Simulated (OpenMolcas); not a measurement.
W4+ with 4 ligands (fluoride) in tetrahedral coordination (Td) at 1.84 Å. Ligand basis ANO-RCC-VDZP.

```yaml
Program: OpenMolcas 26.06
Method: CASSCF
Basis: ANO-RCC-VDZP [7s6p4d2f1g]
Scalar_Hamiltonian: DKH2, point nucleus
Active_space: 2 electrons in 5 orbitals (5d)
State_averaging: 2S+1 = 3 even, 10 roots; 2S+1 = 1 even, 15 roots
Spin-orbit_coupling: RASSI with atomic mean-field integrals over the reference wave functions
```

What is the spin-free ground state (labels of Td)?

3A2, 1-fold in its orbital part; it has the highest spin that d2 allows.

Where is the first state of the same spin?

3T2 at 15600 cm-1 above the ground state.

What are the lowest two levels with spin-orbit coupling?

A 3-fold level, then a 2-fold level 8654 cm-1 above it. Their leading multiplicities are 3 (99 %) and 1 (74 %).

What is χT at 300 K, and how does it compare with the textbook value?

The lowest level has 2S+1 = 3, for which the spin-only value is χT = S(S+1) / 2 = 1.000 cm3 K/mol (g = 2). The computed 0.564 at 300 K differs by -0.436, through orbital momentum, spin-orbit coupling and any other state in reach.

Without dynamic correlation the repulsion within the d shell is too large (B by tens of per cent), so at a given field states of lower spin stand too high. The least metal-like active orbital is 71 % on the metal (Löwdin) and no ligand orbital is active, so the numbers are rough. With metal d orbitals alone the field can be off either way by tens of per cent. Ligand-to-metal charge-transfer states are missing. With no ligand orbital active B as a rule stays too high, so bands that hang on it stand too high and its fall with covalency is understated. No measured value stands beside these numbers; the geometry was imposed, not optimised, and the real ion may take another.
